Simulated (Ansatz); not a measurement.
The cluster Al3Cl⁻. Total charge -1; doublet. Geometry PBE-D4/def2-TZVP, that of the neutral singlet; atoms count from 1.

```xyz
4

Al    0.1135    0.3107    0.4983
Al    0.4860   -1.7048   -1.0384
Al   -1.1131   -0.0226   -1.7257
Cl    0.5136    1.4167    2.2659
```

The structure comes from a short search, and lower isomers may exist.

Estimate the Mulliken populations from the PBE0/def2-TZVPD orbitals of Ansatz.


```json
{"atom": "Al1", "charge (e)": "0.06", "spin (α − β)": "-0.11"}
{"atom": "Al2", "charge (e)": "-0.31", "spin (α − β)": "0.56"}
{"atom": "Al3", "charge (e)": "-0.31", "spin (α − β)": "0.56"}
{"atom": "Cl4", "charge (e)": "-0.43", "spin (α − β)": "-0.02"}
```
Mulliken values depend strongly on the basis. With diffuse functions, as here, like atoms can get unlike values, and bond orders can come out too low or too high.

Where does the spin sit?

Summed by element: Al 1.02, Cl -0.02, of 1 unpaired in all. Largest on single atoms: Al3 0.56, Al2 0.56, Al1 -0.11.

And the Mayer bond orders between heavy atoms (over 0.3)?

Al1–Al2 0.99 (2.56 Å); Al1–Al3 0.99 (2.56 Å); Al1–Cl4 1.01 (2.12 Å); Al2–Al3 1.17 (2.42 Å).
